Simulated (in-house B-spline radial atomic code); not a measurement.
**Ionising the manganese ion Mn⁴⁺ with different functionals**

Computed with an all-electron radial atomic-structure program (B-spline basis): four-component Dirac-Coulomb Hamiltonian, Fermi nucleus of rms radius 3.7057 fm, spin-restricted, spherical fractional occupations for the functionals, and exact exchange of hybrids averaged over the configuration. The ionisation energy is the difference of two self-consistent energies, [Ar] 3d3 → [Ar] 3d2, without Breit or QED terms; ε is the level of the shell that loses the electron (mean over j). The electron is taken from both j subshells in proportion to 2j + 1, so the result is a j average, not the step between ground levels.

```json
{"method": "BHandHLYP", "rung": "global hybrid", "ΔSCF (eV)": "?", "-ε(3d) (eV)": "?"}
{"method": "CAM-B3LYP", "rung": "range-separated hybrid", "ΔSCF (eV)": "71.52", "-ε(3d) (eV)": "65.31"}
{"method": "HSE06", "rung": "range-separated hybrid", "ΔSCF (eV)": "?", "-ε(3d) (eV)": "?"}
{"method": "LC-wPBE", "rung": "range-separated hybrid", "ΔSCF (eV)": "71.50", "-ε(3d) (eV)": "66.27"}
```

**Question.** What does BHandHLYP give?

**Answer.** ΔSCF 71.28 eV, and -ε(3d) = 66.76 eV.

**Question.** What does HSE06 give?

**Answer.** ΔSCF 71.35 eV, and -ε(3d) = 63.32 eV.

**Question.** Among the functionals, which spreads more, the ΔSCF values or the orbital energies?

**Answer.** The orbital energies: ΔSCF values span about 0.24 eV and the orbital energies 3.44 eV; here energy differences depend much less on the functional than eigenvalues do.

**Question.** How do they compare with the NIST value?

**Answer.** NIST lists 72.4 eV ± 0.1 (semi-empirical, ground level to ground level). Errors run from -1.13 to -0.89 eV. The correlated functionals all miss on the same side by more than they spread, so the cause is common to them (Breit-QED terms, spin polarisation, the choice among j levels, multiplet and fine-structure energies, or a listed next ion that isn't the cheapest removal here) and closeness doesn't rank the functionals.
